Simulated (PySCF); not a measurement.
bromocyclopropane, C₃H₅Br, SMILES BrC1CC1, point group Cs.

Force field and properties: B3LYP/pcSseg-1 (PySCF, grid level 2). Vibrational terms come from second-order perturbation theory with semi-diagonal cubic constants, by steps of ±0.6 along the normal coordinates of each isotopologue. The parent has the commonest isotopes.

Equilibrium geometry (Å):

```json
{"atom": "Br1", "x": "2.0552", "y": "-0.9482", "z": "-0.9166"}
{"atom": "C2", "x": "0.6389", "y": "-0.3809", "z": "0.2801"}
{"atom": "C3", "x": "-0.7845", "y": "-0.4158", "z": "-0.1767"}
{"atom": "C4", "x": "-0.0786", "y": "0.9073", "z": "0.0317"}
{"atom": "H5", "x": "0.8809", "y": "-0.6699", "z": "1.2969"}
{"atom": "H6", "x": "-0.9805", "y": "-0.7224", "z": "-1.2004"}
{"atom": "H7", "x": "-1.5356", "y": "-0.7373", "z": "0.5419"}
{"atom": "H8", "x": "-0.3332", "y": "1.5161", "z": "0.8968"}
{"atom": "H9", "x": "0.1916", "y": "1.4752", "z": "-0.8544"}
```

Problem. Give the equilibrium and ground-state rotational constants (MHz) of parent; ²H at 5.

Solution. 
```
species     Ae      Be      Ce     A0      B0      C0  Δ0 (u Å²)  harmonic ZPE (cm⁻¹)
 parent  16452  2517.1  2399.2  16274  2502.5  2384.3    -21.040                15652
²H at 5  15108  2471.3    2388  14955  2456.4  2372.6    -26.530                14922
```

Δ0 = Ic − Ia − Ib from the ground-state constants.

Problem. How is the parent's vibrational correction B0 − Be made up?

Solution. 
```tsv
axis	harmonic	Coriolis	cubic	total (MHz)
a	32.8	-15.4	-196	-178
b	2.76	-0.524	-16.8	-14.6
c	1.92	-0.412	-16.5	-15
```

Problem. And its quartic centrifugal distortion constants from the harmonic force field?

Solution. Asymmetric top, A reduction, Ir representation: ΔJ = 0.612 kHz, ΔJK = 1.01 kHz, ΔK = 20 kHz, δJ = 0.0155 kHz, δK = 1.52 kHz.

Problem. Which nuclear quadrupole couplings χaa, χbb, χcc (MHz) does the parent show, at equilibrium and averaged?

Solution. 79Br at 1: 498.1, -299.6, -198.5 and 495.5, -298.6, -197.0.
